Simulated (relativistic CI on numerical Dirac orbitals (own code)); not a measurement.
## Hyperfine structure of Dy16+, mass number 161

Computed by Dirac-Coulomb-Breit CI, KLI orbitals optimised for each configuration, a model potential for QED, unscaled Slater integrals (own radial code, finite nucleus).

Configurations in the expansion (outside the closed core [Ar] 3d10 4p6 4d10): 4s²4f⁴, 4s²4f³5s, 4s²4f²5s², 4s²4f²5s5p, 4s²4f³5p, 4s²4f²5p², 4s²4f²5s5d, 4s²4f³5d, 4s²4f²5p5d, 4s²4f²5d², 4s²4f³6s, 4s²4f³6p, 4s4f³5s². Levels of other configurations are missing.

Nuclear spin I = 5/2, μ = -0.479 μN, Q = 2.51 b (tables of Stone and Pyykkö). The electronic factors are computed for point nuclear moments, without core polarisation or the Bohr-Weisskopf and QED corrections.

```
     Level  E (cm⁻¹)  A (MHz)  B (MHz)
4s²4f⁴ ⁵I4       0.0   -364.6    -1920
4s²4f⁴ ⁵I5    4234.6   -286.1    -1790
4s²4f⁴ ⁵I6    8635.3   -243.9    -1800
4s²4f⁴ ⁵I7   13048.0   -221.4    -1880
4s²4f⁴ ⁵I8   17395.4   -210.1    -2020
4s²4f⁴ ⁵F1   27490.5   -628.5      684
4s²4f⁴ ⁵F2   28286.8   -316.1     1110
4s²4f⁴ ⁵F3   30834.2   -219.6      677
```

Levels with J = 0, under 50 % of one LS term, or S terms without an open s electron are left out. Small factors come from cancelling terms and can be off by tens of per cent or more.

At this charge energies of transitions that change n are usually good to better than 1 %, and those within a shell (Δn = 0) to a few per cent. Terms inside the open d or f shell come out 10 to 20 % too wide with unscaled integrals.

Task: Give the hyperfine levels of 4s²4f⁴ ⁵I4 relative to its centre of gravity.

Result: With K = F(F + 1) − I(I + 1) − J(J + 1), E = AK/2 + B[¾K(K + 1) − I(I + 1)J(J + 1)]/[2I(2I − 1)J(2J − 1)]: F = 3/2: 3615, F = 5/2: 3269, F = 7/2: 2569, F = 9/2: 1299, F = 11/2: -820.1, F = 13/2: -4127 MHz.

LS names give the leading component of a level, which can be under half, so a name can repeat, a term be missing and a line seem to break the LS rules.
